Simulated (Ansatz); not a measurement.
One change: `C[Si](O)(Br)O[SiH3]` becomes `C[SiH](O)Br`.

Ansatz, PBE0-D4/def2-TZVP geometries, multiplicity 1. Each molecule was computed in one conformer, which needn't be the lowest.

Scalar relativity is left out up to krypton.

| property | `C[Si](O)(Br)O[SiH3]` |
| --- | --- |
| LUMO energy (B3LYP/def2-TZVPP) / eV | -0.19 |
| size of the dipole moment (B3LYP/def2-TZVPP) / D | 0.84 |
| HOMO–LUMO gap (PBE0/def2-TZVPP) / eV | 8.46 |
| HOMO–LUMO gap (PBE/def2-TZVPP) / eV | 6.26 |
| LUMO energy (PBE/def2-TZVPP) / eV | -0.80 |
| HOMO energy (ωB97M-V/def2-TZVPP) / eV | -10.68 |

Problem. Give the same properties after the change, and the shifts. (Best estimate.)

Solution. The calculation gave: 
| property | `C[SiH](O)Br` | shift |
| --- | --- | --- |
| LUMO energy (B3LYP/def2-TZVPP) / eV | 0.21 | 0.40 |
| size of the dipole moment (B3LYP/def2-TZVPP) / D | 1.98 | 1.14 |
| HOMO–LUMO gap (PBE0/def2-TZVPP) / eV | 8.75 | 0.29 |
| HOMO–LUMO gap (PBE/def2-TZVPP) / eV | 6.58 | 0.32 |
| LUMO energy (PBE/def2-TZVPP) / eV | -0.36 | 0.44 |
| HOMO energy (ωB97M-V/def2-TZVPP) / eV | -10.45 | 0.23 |

With PBE0 the HOMO rises by 0.18 eV and the LUMO rises by 0.47 eV, so the gap widens by about 0.29 eV. PBE moves the HOMO by 0.12 eV and ωB97M-V by 0.23 eV. Dipoles are sizes alone; their direction can turn.

B3LYP here is the variant with VWN-RPA as its local correlation; programs differ in this.

Spin–orbit coupling is left out; it splits and shifts lone-pair levels of the heavy atoms by tenths of an eV.
